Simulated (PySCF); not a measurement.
A structure optimised at ωB97X-D3(BJ)/def2-SVP, used in a PySCF frequency run:

```xyz
5

F     -0.6734    -1.8784     0.0000
Si    -0.4662    -0.2859     0.0000
Cl    -1.3447     0.4697    -1.6610
Cl    -1.3447     0.4697     1.6610
Br     1.6660     0.1411     0.0000
```
Charge 0, spin multiplicity 1.

### Question
Write its SMILES, formula and point group.

### Answer
F[Si](Cl)(Cl)Br, BrCl₂FSi, Cs

### Question
What are its rotational constants (standard atomic weights)?

### Answer
1.7911, 1.1217, 0.90310 GHz
